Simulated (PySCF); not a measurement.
Compound: C₈H₆O.
Numbering: `[CH:1]#[C:2][CH:3]=[C:4]=[C:5]([C:6]#[CH:7])[O:8][CH3:9]` (hydrogens: H10 on C1; H11 on C3; H12 on C7; H13, H14, H15 on C9)

Computed by this run: PBE0-D3(BJ)/def2-SVP geometry optimisation, gas phase in PySCF 2.14.0; density fitting, grid level 2; the optimiser is geomeTRIC in internal coordinates, started from a GFN2-xTB structure.

Step 0: E = -10414.5905 eV
```
atom  x, y, z in Å  |  force x, y, z in eV/Å
C1      3.1954    1.3502    0.8996    0.226   0.181   0.171
C2      2.4760    0.6123    0.2838   -0.508  -0.473  -0.434
C3      1.6406   -0.2417   -0.4738    0.373   0.130   0.079
C4      0.3743   -0.4232   -0.2107   -0.158   0.014  -0.197
C5     -0.8934   -0.6177    0.0683   -1.022   0.341  -0.193
C6     -1.2789   -1.6801    0.9317    0.124   0.780  -0.627
C7     -1.6098   -2.5837    1.6483   -0.041  -0.183   0.170
O8     -1.9392    0.1254   -0.4196    0.569  -0.462   0.326
C9     -1.5684    1.1879   -1.2566   -0.052  -0.168   0.129
H10     3.8235    1.9881    1.4463    0.648   0.666   0.569
H11     2.1214   -0.7466   -1.3075    0.100  -0.301  -0.420
H12    -1.8941   -3.3695    2.2824   -0.296  -0.823   0.656
H13    -2.4910    1.6890   -1.5432   -0.242   0.173  -0.108
H14    -0.9097    1.8924   -0.7353    0.158   0.187   0.108
H15    -1.0512    0.8253   -2.1526    0.123  -0.061  -0.230
```

**Question.** Estimate the geometry and energy of step 1. (The exact step hangs on the optimiser's Hessian estimate; all steps are aligned on step 0, rigid shifts and turns removed.)

**Answer.** E = -10414.6675 eV, largest force 0.183 eV/Å
```
atom  x, y, z in Å  |  force x, y, z in eV/Å
C1      3.2448    1.3595    0.9115    0.105   0.119   0.090
C2      2.4994    0.6331    0.2893   -0.015  -0.036  -0.007
C3      1.6501   -0.2256   -0.4667   -0.007  -0.048  -0.107
C4      0.3694   -0.4128   -0.2188    0.009   0.007   0.026
C5     -0.9093   -0.6175    0.0608    0.055  -0.074  -0.005
C6     -1.3063   -1.6847    0.9262    0.040   0.024  -0.013
C7     -1.6252   -2.5960    1.6574   -0.068  -0.126   0.101
O8     -1.9374    0.1080   -0.4285   -0.078   0.115  -0.057
C9     -1.5832    1.1809   -1.2639    0.000   0.030  -0.022
H10     3.8968    2.0088    1.4708   -0.055  -0.065  -0.049
H11     2.1153   -0.7489   -1.3192   -0.008   0.028   0.061
H12    -1.9187   -3.4046    2.3054    0.038   0.075  -0.055
H13    -2.5151    1.6877   -1.5452    0.008  -0.023   0.014
H14    -0.9176    1.8924   -0.7431   -0.015  -0.021   0.000
H15    -1.0674    0.8279   -2.1750   -0.008  -0.006   0.024
```

The energy changes by -0.0770 eV. The first-order estimate −F·Δx gives -0.1636 eV and the mean of the old and new forces, exact on a quadratic surface, -0.0776 eV. The step makes an angle of 61° with the force vector and moves no atom by more than 0.080 Å.

What follows is the cost of the whole optimisation. Hardware: Intel Xeon Platinum 8488C, one thread (shared host). Cost: 51 s wall, 0.75 GiB resident at most.
